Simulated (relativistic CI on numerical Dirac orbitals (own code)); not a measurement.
# Slater and spin-orbit integrals, Ni¹³⁺

Computed by Dirac-Coulomb-Breit CI, KLI orbitals optimised for each configuration, model QED (radiative potential, 1s self-energy scaled to tabulated hydrogen-like ionisation energies), unscaled Slater integrals (own radial code, finite nucleus).

Slater integrals F^k, G^k are unscaled and averaged over j, outside the closed core [Ne]; ζ comes from projecting the Hamiltonian with its Breit term on Σ l·s of the shell.

- 3s²3p³: F^2(3p,3p) = 156630, ζ(3p) = 17300 cm⁻¹; <r>(3p) = 0.6396, <r^2>(3p) = 0.4712 (bohr units).
- 3s3p⁴: F^2(3p,3p) = 156450, G^1(3s,3p) = 202670, ζ(3p) = 17278 cm⁻¹; <r>(3s) = 0.6438, <r^2>(3s) = 0.4711, <r>(3p) = 0.6404, <r^2>(3p) = 0.4723 (bohr units).
- 3s²3p²3d: F^2(3p,3p) = 156380, ζ(3p) = 17281, F^2(3p,3d) = 155430, G^1(3p,3d) = 176450, G^3(3p,3d) = 114910, ζ(3d) = 1481.5 cm⁻¹; <r>(3p) = 0.6407, <r^2>(3p) = 0.4727, <r>(3d) = 0.598, <r^2>(3d) = 0.4169 (bohr units).

Averages of the first 10 configurations, taken without configuration mixing, which lowers the lowest level and can move excited configurations by several eV; other configurations of the list can lie among them:

```json
{"Configuration": "3s²3p³", "Parity": "odd", "States": "20", "Average energy above the lowest level (eV)": "11.5"}
{"Configuration": "3s3p⁴", "Parity": "even", "States": "30", "Average energy above the lowest level (eV)": "57.3"}
{"Configuration": "3s²3p²3d", "Parity": "even", "States": "150", "Average energy above the lowest level (eV)": "75.0"}
{"Configuration": "3p⁵", "Parity": "odd", "States": "6", "Average energy above the lowest level (eV)": "110.1"}
{"Configuration": "3s3p³3d", "Parity": "odd", "States": "400", "Average energy above the lowest level (eV)": "117.8"}
{"Configuration": "3p⁴3d", "Parity": "even", "States": "150", "Average energy above the lowest level (eV)": "167.5"}
{"Configuration": "3s3p²3d²", "Parity": "even", "States": "1350", "Average energy above the lowest level (eV)": "180.5"}
{"Configuration": "3s²3p²4s", "Parity": "even", "States": "30", "Average energy above the lowest level (eV)": "207.3"}
{"Configuration": "3s²3p3d4p", "Parity": "even", "States": "360", "Average energy above the lowest level (eV)": "287.5"}
{"Configuration": "3p⁴4s", "Parity": "even", "States": "30", "Average energy above the lowest level (eV)": "301.5"}
```
